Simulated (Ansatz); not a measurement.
This geometry of C2H6BNSi (11 atoms, charge 0, multiplicity 1) is a first-order saddle point.

Theory: RKS PBE0-D4/STO-3G in Ansatz 0.2.0.

```xyz
11
Properties=species:S:1:pos:R:3
B -0.323 1.033 1.885
N -0.144 -0.170 1.221
C -0.017 -0.352 -0.210
C -0.798 -0.586 -1.263
Si 0.938 -0.416 -1.739
H -0.401 1.016 3.051
H -0.392 2.022 1.266
H -0.062 -1.065 1.750
H -1.859 -0.743 -1.471
H 1.407 0.787 -2.385
H 1.715 -1.583 -2.085
```

Problem. Which two structures does it join? (They come from a converged band through this point; their orientation in space is the band's.)

Solution. No bond is made or broken. The dihedral B1–N2–C3–C4 goes from 179 to 0°.

Initial state:

```xyz
11
Properties=species:S:1:pos:R:3
B 0.121 0.873 1.945
N -0.590 0.037 1.086
C -0.242 -0.279 -0.258
C -0.704 -1.022 -1.268
Si 0.811 -0.152 -1.707
H -0.285 1.039 3.029
H 1.101 1.380 1.555
H -1.467 -0.432 1.405
H -1.540 -1.691 -1.472
H 0.781 1.029 -2.538
H 2.081 -0.838 -1.756
```

Final state:

```xyz
11
Properties=species:S:1:pos:R:3
B -0.684 0.367 2.057
N 0.234 0.573 1.027
C 0.191 0.004 -0.282
C -0.586 -0.826 -0.984
Si 0.817 -0.246 -1.948
H -0.503 0.913 3.077
H -1.599 -0.336 1.874
H 1.055 1.198 1.175
H -1.499 -1.404 -0.843
H 0.670 0.784 -2.951
H 1.970 -1.083 -2.182
```

Problem. How far does it lie above each of them?

Solution. 0.30 eV above the first and 0.24 eV above the second. This is the barrier of this one path; another mechanism may lie lower. Limits of this set-up: minimal basis.

Run time: 3.3 min on 1 thread of Intel(R) Xeon(R) Platinum 8488C (Sapphire Rapids), on a shared host, peak memory 0.2 GiB.
